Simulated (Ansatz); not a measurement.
Stretching the N4–H6 bond in CH6BN (SMILES BNC) (multiplicity 1 held, fragments rigid). Energies count from the point at 1.009 Å.
Geometry at that point (charge 0, multiplicity 1):
```tsv
atom	x (Å)	y (Å)	z (Å)
B	-0.1738	0.1694	1.3598
H	-1.0466	0.5155	2.0959
H	0.9050	-0.1500	1.7605
N	-0.4214	0.1375	-0.0025
C	0.5047	-0.2521	-1.0532
H	-1.3320	0.4068	-0.3442
H	0.6779	0.5674	-1.7558
H	0.1296	-1.1104	-1.6169
H	1.4567	-0.5259	-0.6023
```

Signs of static correlation in cc-pVDZ, with CASSCF(2,2), from Ansatz (an electronic-structure program) runs.

```
R (Å)  T1 of restricted CCSD  ⟨S²⟩ of UHF  largest double amplitude of restricted CCSD  weight of the CASSCF reference in MRCISD  CASSCF natural occupations
-----  ---------------------  -----------  -------------------------------------------  ----------------------------------------  --------------------------
0.807                  0.013        0.000                                        0.053                                     0.887                   1.99 0.01
0.908                  0.013        0.000                                        0.054                                     0.886                   1.99 0.01
1.009                  0.013        0.000                                        0.055                                     0.885                   1.98 0.02
1.110                  0.014        0.000                                        0.055                                     0.885                   1.97 0.03
1.211                  0.014        0.000                                        0.056                                     0.884                   1.96 0.04
1.363                  0.015        0.000                                        0.056                                     0.884                   1.94 0.06
1.514                  0.016        0.086                                        0.067                                     0.883                   1.91 0.09
1.766                  0.019        0.630                                        0.168                                     0.882                   1.81 0.19
2.019                  0.022        0.854                                   (withheld)                                     0.882                   1.67 0.33
2.321                  0.026        0.962                                   (withheld)                                     0.882                   1.49 0.51
2.725                  0.032        1.009                                        0.570                                     0.882                   1.28 0.72
3.230                  0.037        1.024                                        0.706                                     0.882                   1.13 0.87
```

Problem. What belongs in the gaps?

Solution. 
- 2.019, largest double amplitude of restricted CCSD: 0.282
- 2.321, largest double amplitude of restricted CCSD: 0.415

Doubts at one or more of the structures used: a restricted determinant that unrestricted orbitals would lower (R-CCSD(T)/cc-pVDZ); other coupled-cluster roots lie near (R-CCSD(T)/cc-pVDZ); a spin-contaminated determinant (U-CCSD(T)/cc-pVDZ); T1 above 0.05 (U-CCSD(T)/cc-pVDZ).
